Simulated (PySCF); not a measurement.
A structure optimised at B3LYP-D3(BJ)/def2-SVP, used in a PySCF frequency run:

```
N
H 1 1.0182
H 1 1.0182 2 112.46
Se 1 1.8002 2 116.23 3 -137.46
I 4 2.6289 1 106.33 2 67.93
```
Charge 0, spin multiplicity 1.

Question: Write its SMILES, formula and point group.

Answer: N[Se]I, H2INSe, Cs

Question: What are its rotational constants (standard atomic weights)?

Answer: 12.273, 1.2262, 1.1219 GHz
